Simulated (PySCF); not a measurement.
Electron correlation in Pb⁺ (lead, charge +1)

[Xe] 4f14 5d10 6s2 6p1, 2P determinant. Computed with PySCF 2.14 in def2-QZVPPD with the def2 core potential (60 electrons) (8s6p5d4f1g, 88 functions), with a scalar-relativistic core potential. Frozen: 5s2 5p6 5d10; 3 electrons correlated.

```csv
level,correlation energy (mhartree)
CCSD,-37.63
(T),-0.48
CCSD(T),-38.11
```

Diagnostics: T1 = 0.0076, D1 = 0.0172, largest double amplitude 0.070.

Spin-orbit coupling, absent here, splits the open shell strongly.

Cost of the coupled-cluster step: about 15 core-seconds, for 3 correlated electrons.
